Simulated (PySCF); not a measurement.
**Working out the excitation energy of Ga**

Ga [Ar] 3d10 4s2 4p1 (2P) → Ga [Ar] 3d10 4s1 4p2 (4P). All numbers are calculated (PySCF 2.14, scalar relativity by spin-free X2C-1e, in x2c-TZVPPall (6s5p4d1f, 48 functions)). Frozen: [Ne]. Energies in hartree (1 hartree = 27.21139 eV):

| part | Ga (lower) | Ga (upper) |
| --- | --- | --- |
| UHF | -1942.169064 | -1942.046920 |
| MP2 opposite-spin | -0.229387 | -0.191957 |
| MP2 same-spin | -0.109035 | -0.111312 |

Q: What does Hartree-Fock give?

A: (-1942.046920) − (-1942.169064) = 0.122144 hartree = 3.324 eV.

Q: What do MP2 and SCS-MP2 (6/5 opposite-spin, 1/3 same-spin) give?

A: The opposite-spin parts differ by 1.019 eV and the same-spin parts by -0.062 eV. MP2: 3.324 + (1.019) + (-0.062) = 4.281 eV. SCS-MP2: 3.324 + 1.2 × (1.019) + (-0.062)/3 = 4.526 eV.
